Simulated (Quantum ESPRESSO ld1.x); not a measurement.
Values are calculated unless marked as measured or tabulated.
Ne2+, configuration [He] 2s2 2p4 (the NIST ground configuration).

Level of theory: Dirac Kohn-Sham, LDA (Slater exchange, VWN5 correlation), spin-unpolarised, spherical densities, point nucleus; open shells are shared between the two j in proportion to 2j + 1; speed of light set to 13703.6 atomic units (100 times the physical value, a model run) (ld1.x of Quantum ESPRESSO 7.5).

Energy parts (eV):
part                   energy
total                 -3423.3
kinetic                3411.9
electron-nucleus      -7940.0
Hartree                1388.7
exchange-correlation   -283.9

Orbitals (lengths in bohr, moments of r in powers of bohr; <r^-3> diverges for s and p1/2; r(90%) holds 90 % of the orbital's charge):
orbital     occ.  eigenvalue (eV)  <r^-3>  r(90%)  small-component weight
1s1/2          2         -875.237       -   0.284                1.22e-07
2s1/2          2          -77.560       -    1.32                1.61e-08
2p1/2    1.33333          -54.960       -    1.37                1.45e-08
2p3/2    2.66667          -54.960   14.59    1.37                1.45e-08

The highest occupied level is 2p1/2 at -54.960 eV. The density falls to 0.001 e/bohr^3 at r = 2.38 bohr.
